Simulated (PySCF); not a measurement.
CH2FNO2Si, SMILES C(#N)O[Si@H](F)O.

Geometry: B3LYP-D3(BJ)/def2-SVP. The structure was generated by enumeration; whether it is a known compound was not checked. One conformer was computed; it need not be the lowest.

Two levels are set side by side: PBE/def2-TZVP (PySCF) and B3LYP/def2-TZVP (PySCF). Same geometry, gas phase. Differences are taken from unrounded values.

```csv
quantity,B3LYP,PBE,PBE minus B3LYP
orbital gap (eV),8.24,6.47,-1.76
highest occupied level (eV),-8.70,-7.50,1.19
lowest empty level (eV),-0.46,-1.03,-0.57
dipole moment (D),4.59,4.61,0.02
mean polarisability (bohr³),43.8,45.7,1.9
```

PBE's occupied levels lie high since its potential decays too fast outside the molecule; exact exchange lowers them and widens the gap. Loosely held outer electrons make PBE densities more polarisable. Differences between two approximate levels are no errors against the true value.

Rough cost on one machine, each run with all the roots and properties that it gave: B3LYP against PBE within a factor of 2.
